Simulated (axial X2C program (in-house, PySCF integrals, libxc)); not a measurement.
# Bond lengths and stretching modes, held linear, of CZrO

Computed with an axial X2C code built on PySCF integrals: two-component X2C with atomic mean-field Coulomb and Gaunt terms, Gaussian nuclei, basis C dyall-v3z, Zr dyall-v3z, O dyall-av3z with contracted cores. Spin-free rows use the one-electron spin-free X2C Hamiltonian.

Masses C 12.000, Zr 89.905, O 15.995 u. States: 2c Ω = 0 (all partner blocks equally filled); spin-free M_S = 0, Λ = 0 (closed shell).

HF, 2c: energies above the lowest point

```json
{"r(C–Zr) (Å)": "1.7706", "r(Zr–O) (Å)": "1.7472", "E (meV)": "141.49"}
{"r(C–Zr) (Å)": "1.7706", "r(Zr–O) (Å)": "1.7920", "E (meV)": "148.33"}
{"r(C–Zr) (Å)": "1.7706", "r(Zr–O) (Å)": "1.8368", "E (meV)": "229.93"}
{"r(C–Zr) (Å)": "1.8160", "r(Zr–O) (Å)": "1.7472", "E (meV)": "41.47"}
{"r(C–Zr) (Å)": "1.8160", "r(Zr–O) (Å)": "1.7920", "E (meV)": "52.86"}
{"r(C–Zr) (Å)": "1.8160", "r(Zr–O) (Å)": "1.8368", "E (meV)": "139.56"}
{"r(C–Zr) (Å)": "1.8160", "r(Zr–O) (Å)": "1.8816", "E (meV)": "288.18"}
{"r(C–Zr) (Å)": "1.8614", "r(Zr–O) (Å)": "1.7472", "E (meV)": "0.00"}
{"r(C–Zr) (Å)": "1.8614", "r(Zr–O) (Å)": "1.7920", "E (meV)": "16.84"}
{"r(C–Zr) (Å)": "1.8614", "r(Zr–O) (Å)": "1.8368", "E (meV)": "109.34"}
{"r(C–Zr) (Å)": "1.9068", "r(Zr–O) (Å)": "1.7920", "E (meV)": "33.24"}
{"r(C–Zr) (Å)": "1.9068", "r(Zr–O) (Å)": "1.8816", "E (meV)": "292.72"}
```

**Question.** Fit a quadratic surface with cubic terms in each bond: where is the minimum, and what are the two stretching wavenumbers?

**Answer.** At HF, 2c: bonds 1.872 and 1.759 Å; harmonic stretches 787.6 and 921.8 cm⁻¹; force constants 3.95, 6.83 and coupling 0.45 mdyn/Å.

The other levels and Hamiltonians give:

```json
{"Hamiltonian": "2c", "level": "PBE0", "r(C–Zr) (Å)": "1.817", "r(Zr–O) (Å)": "1.790", "lower stretch (cm⁻¹)": "810.8", "upper stretch (cm⁻¹)": "856.2"}
{"Hamiltonian": "2c", "level": "TPSSh", "r(C–Zr) (Å)": "1.829", "r(Zr–O) (Å)": "1.810", "lower stretch (cm⁻¹)": "795.1", "upper stretch (cm⁻¹)": "840.6"}
{"Hamiltonian": "2c", "level": "MP2", "r(C–Zr) (Å)": "1.804", "r(Zr–O) (Å)": "1.816", "lower stretch (cm⁻¹)": "777.2", "upper stretch (cm⁻¹)": "795.6"}
{"Hamiltonian": "spin-free", "level": "PBE0", "r(C–Zr) (Å)": "1.817", "r(Zr–O) (Å)": "1.791", "lower stretch (cm⁻¹)": "811.3", "upper stretch (cm⁻¹)": "855.9"}
{"Hamiltonian": "spin-free", "level": "HF", "r(C–Zr) (Å)": "1.872", "r(Zr–O) (Å)": "1.760", "lower stretch (cm⁻¹)": "794.4", "upper stretch (cm⁻¹)": "922.2"}
{"Hamiltonian": "spin-free", "level": "TPSSh", "r(C–Zr) (Å)": "1.830", "r(Zr–O) (Å)": "1.811", "lower stretch (cm⁻¹)": "795.2", "upper stretch (cm⁻¹)": "840.4"}
{"Hamiltonian": "spin-free", "level": "MP2", "r(C–Zr) (Å)": "1.805", "r(Zr–O) (Å)": "1.817", "lower stretch (cm⁻¹)": "771.0", "upper stretch (cm⁻¹)": "796.1"}
```

Each state is one determinant, the lowest of a limited PBE0 search; the stretches come from a fit to these few points and carry an uncertainty of a few per cent. Other orders of the atoms were not compared. MP2 freezes inner shells (threshold -2 hartree). The molecule was held linear; bending was not examined, so a bent shape may lie lower.
